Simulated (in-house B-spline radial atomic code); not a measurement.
Results of a calculation; reference values are marked as such.
**Correlation energy from the adiabatic connection: ω²r²/2 − Z/r, ω = 4.12, Z = -0.5**

Two electrons in a singlet, external potential ω²r²/2 − Z/r, ω = 4.12, Z = -0.5 (atomic units). Full CI in B-splines (partial waves to l = 8, correlation up to 0.6 % small) with the density held fixed gives W(λ) = <V_ee>_λ − U, and E_c is the integral of W(λ) − W(0) from 0 to 1.

```
   λ  W(λ) − W(0) (hartree)
   0                0.00000
0.02               -0.00204
0.05               -0.00507
0.12               -0.01203
0.25               -0.02456
 0.4               -0.03840
 0.6               -0.05586
 0.8               -0.07228
   1               -0.08774
```

Integrate the table by the trapezoid rule.

The strips give -0.00002, -0.00011, -0.00060, -0.00238, -0.00472, -0.00943, -0.01281, -0.01600, which sum to -0.04607 hartree. The direct value, W(1) − W(0) + T_c with T_c = 0.04160, is -0.04613; the curve is convex, so chords lie above it and the trapezoids fall short in size by 0.14 %.

Now use only three numbers: W(0) = -1.4932, the initial slope W'(0) = -0.1022 (extrapolated from the first points) and the strong-coupling limit of the point-charge-plus-continuum model, W∞ = -2.0337. What do second-order theory and the interpolation W(λ) = W∞ + (W(0) − W∞)/√(1 + 2χλ) of Seidl, Perdew and Levy give?

Second order keeps the slope alone: E_c = W'(0)/2 = -0.05110, +11 % in size against -0.04613. Matching the slope fixes χ = W'(0)/(W∞ − W(0)) = -0.1022/(-0.54050) = 0.18908. Integrating, with s = √(1 + 2χ) = 1.173954, E_c = −(W(0) − W∞)(s − 1)/(s + 1) = −0.54050 × 0.173954/2.173954 = -0.04325 hartree, -6.3 % in size against the full result. At λ = 1 the formula gives W − W(0) = -0.08009 against -0.08774. Part of the miss can come from the model's W∞.
